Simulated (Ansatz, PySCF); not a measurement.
Gas-phase reaction in SMILES: CC([NH3+])=O → CC(N)=[OH+]
Each molecule is optimised on its own at B3LYP-D3(BJ)/def2-TZVP (Ansatz, an electronic-structure program), one conformer each, not searched for the lowest.

Wanted: isomerisation energy (enthalpy at 298 K, with B3LYP-D3(BJ) rigid-rotor harmonic-oscillator terms from PySCF), in eV. Valence correlation only, unless marked. Spin-orbit coupling is left out. Non-relativistic. Basis-set limits of correlation are two-point, X^-3; Hartree-Fock from the larger set. [CCSD(T)-MP2]/basis is that difference in the basis named.

```tsv
level	program	isomerisation energy (eV)
SVWN5/def2-TZVPD	Ansatz	(withheld)
PBE/def2-TZVPD	Ansatz	-0.58
BLYP-D3(BJ)/def2-TZVPD	Ansatz + dftd3	(withheld)
TPSSh-D4/def2-TZVPD	PySCF + dftd4	-0.58
r2SCAN0/def2-TZVPD	Ansatz	(withheld)
CAM-B3LYP-D3(BJ)/def2-TZVPD	Ansatz + dftd3	(withheld)
LC-wPBE-D3(BJ)/def2-TZVPD	Ansatz + dftd3	-0.71
LC-wPBE/def2-TZVPD	Ansatz	-0.71
B2GP-PLYP/def2-TZVPD	Ansatz	-0.61
RPA@PBE/cc-pVTZ	Ansatz	-0.52
CCSD/STO-3G	Ansatz	0.39
CCSD/cc-pVTZ	Ansatz	-0.62
RI-MP2/CBS(cc-pVTZ,cc-pVQZ)+[CCSD(T)-MP2]/cc-pVTZ	Ansatz	-0.60
```

Q: Some entries are withheld; supply them.

A: 
- SVWN5/def2-TZVPD, isomerisation energy (eV): -0.77
- BLYP-D3(BJ)/def2-TZVPD, isomerisation energy (eV): -0.51
- r2SCAN0/def2-TZVPD, isomerisation energy (eV): -0.72
- CAM-B3LYP-D3(BJ)/def2-TZVPD, isomerisation energy (eV): -0.70
